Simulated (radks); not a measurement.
Spherical quantum dot in the effective-mass picture: electrons in a hard-walled sphere of radius 1.4, with a point charge +1 (a donor) at the centre, all in effective atomic units (hartree* = m*/eps^2 hartree, bohr* = eps/m* bohr), one dielectric constant everywhere. Method: non-relativistic Kohn-Sham, LDA (Slater exchange, Perdew-Wang correlation), spin-polarised, spherical densities; computed with a radial shooting solver with Libxc functionals. Levels are named by radial order and angular momentum (1s, 1p, 1d, 2s, ...), and open shells are averaged over m. Results are scaled to m* = 0.049 and eps = 6.6, for which hartree* = 30.61 meV and bohr* = 7.128 nm.

N = 13, configuration 1s2 1p6 1d(up 5, down 0). This is the lowest configuration that the search found. Occupied and some empty levels:

| level | occupation | eigenvalue (meV) | <r> (nm) |
|---|---|---|---|
| 1s up | 1 | 421.38 | 5.314 |
| 1s down | 1 | 428.20 | 5.264 |
| 1p up | 3 | 491.98 | 6.204 |
| 1p down | 3 | 500.17 | 6.190 |
| 1d up | 5 | 583.69 | 6.675 |
| 1d down | 0 | 592.35 | 6.671 |
| 2s up | 0 | 632.75 | 4.726 |
| 2s down | 0 | 637.43 | 4.753 |
| 1f up | 0 | 697.58 | 7.002 |
| 1f down | 0 | 706.39 | 7.002 |
| 2p up | 0 | 803.26 | 5.265 |
| 2p down | 0 | 808.73 | 5.265 |

Energy (meV): total 4203.49, kinetic 2432.3, external -502.47, Hartree 2665.2, exchange-correlation -391.60.
